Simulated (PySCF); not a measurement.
**NMR data sheet: C4H5ClOSi**

| Item | Value |
| --- | --- |
| Formula | C4H5ClOSi |
| SMILES | Cl[SiH2]c1ccco1 |
| InChI | InChI=1S/C4H5ClOSi/c5-7-4-2-1-3-6-4/h1-3H,7H2 |
| Degrees of unsaturation | 3 |
| Carbon signals | 4 |
| Proton signals | 4 |

Atoms are numbered as in `[Cl:1][SiH2:2][c:3]1[cH:4][cH:5][cH:6][o:7]1`. Each H is labelled by its parent atom.

- σ from GIAO-PBE0/pcSseg-1
- geometry from GFN2-xTB
- program: PySCF 2.14.0 with density-fitted response routines
- non-relativistic Hamiltonian, one averaged value for each set of equivalent atoms, in vacuum, one computed conformer

References, each an isolated molecule treated in the same way: 1H (σ = 31.72 ppm) and 13C (σ = 186.93 ppm) and 29Si (σ = 349.16 ppm) vs TMS; H2O for 17O (σ = 336.08 ppm).

| carbon | δC, type | δH (multiplicity) | HMBC from (2–3 bonds) | span of the C tensor (ppm) |
| --- | --- | --- | --- | --- |
| C3 | 153.8, C | – | H(C6), H(C4), H(C5), H(Si2) | 136 |
| C4 | 131.4, CH | 7.39 (m) | H(C6), H(C5), H(Si2) | 207 |
| C5 | 117.1, CH | 6.80 (m) | H(C6), H(C4) | 183 |
| C6 | 154.7, CH | 7.89 (m) | H(C4), H(C5) | 153 |

Other nuclei:
```json
{"atoms": "H(Si2)", "nucleus": "1H", "environment": "hydrogen on a silicon bonded to C, Cl", "δ (ppm)": "5.64", "σ (ppm)": "26.08"}
{"atoms": "Si2", "nucleus": "29Si", "environment": "silicon bonded to C, Cl, 2 H", "δ (ppm)": "-33.9", "σ (ppm)": "383.0"}
{"atoms": "O7", "nucleus": "17O", "environment": "aromatic ring oxygen", "δ (ppm)": "314.8", "σ (ppm)": "21.3"}
```

1. Carbon types of the structure: 1 × C, 3 × CH, leaving 2 H on heteroatoms.
2. δC 154.7: aromatic CH next to the ring oxygen.
3. δC 153.8: substituted aromatic carbon next to the ring oxygen.
4. δC 131.4, 117.1: aromatic CH.
5. δH 7.89: hydrogen on an aromatic CH next to the ring oxygen; the ring current deshields protons in the ring plane.
6. δH 7.39, 6.80: hydrogen on an aromatic CH; it sits in the deshielding region of the aromatic ring current.

Shifts are as computed. Against solution values, carbons near 30 ppm lie about +3 ppm off and those near 130 ppm about +5 ppm. Of 1211 compounds with measured shifts, 218 miss one by over three times the rms of a fit or turn the order of signals round; such compounds aren't used in these exercises. Unscaled 17O shifts of doubly bonded oxygen tend to come out too high, by tens of ppm or more. Experimental scales use liquid or dissolved standards, which lie at an offset from isolated H2O (liquid H2O: subtract about 36 ppm). Multiplicities follow the n + 1 count of equivalent neighbours, as no J values were calculated; m marks all less simple cases, F and P coupling included.
